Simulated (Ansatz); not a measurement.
Total energies of `c1ccc(-c2ccc(-c3ccc(-c4ccc(-c5ccc(-c6ccc(-c7ccc(-c8ccccc8)cc7)cc6)cc5)cc4)cc3)cc2)cc1` from Ansatz at PBE-D4/def2-SVP, gas phase (1 Eh = 27.2114 eV = 2625.5 kJ/mol). The reference geometry is relaxed at PBE-D4/def2-SVP.

```tsv
state	geometry	energy (Eh)
charge 0 singlet	reference	-1846.09713
charge 1 doublet	reference	-1845.86726
charge -1 doublet	reference	-1846.14782
free C atom (triplet)	–	-37.75124
free H atom (doublet)	–	-0.49863
```

Single mean-field runs in def2-SVP are fitted with def2-universal-jkfit.

Problem. Work out the vertical ionisation energy to the doublet.

Solution. E(charge 1 doublet) − E(charge 0 singlet) = -1845.86726 − (-1846.09713) = 0.22987 Eh = 6.26 eV. For comparison, −ε of the highest occupied level is 5.06 eV at this level, 1.20 eV less.

Problem. Work out the vertical electron affinity, to the doublet.

Solution. E(charge 0 singlet) − E(charge -1 doublet) = -1846.09713 − (-1846.14782) = 0.05069 Eh = 1.38 eV. The basis lacks diffuse functions, which makes affinities too small.

Problem. Give the fundamental gap IE − EA, the Mulliken electronegativity (IE + EA)/2 and the hardness (IE − EA)/2.

Solution. From the values in Eh: IE − EA = 0.22987 − 0.05069 = 0.17918 Eh = 4.88 eV; (IE + EA)/2 = 3.82 eV; (IE − EA)/2 = 2.44 eV. The HOMO–LUMO gap of the same run is 2.62 eV, 2.26 eV smaller than the fundamental gap.

Problem. What is the binding energy per atom against free atoms?

Solution. Atoms: 48 × (-37.75124) + 34 × (-0.49863) = -1829.01294 Eh. Binding: -1829.01294 − (-1846.09713) = 17.08419 Eh = 464.88 eV, or 5.67 eV for each of 82 atoms (no zero-point energy, no counterpoise term).
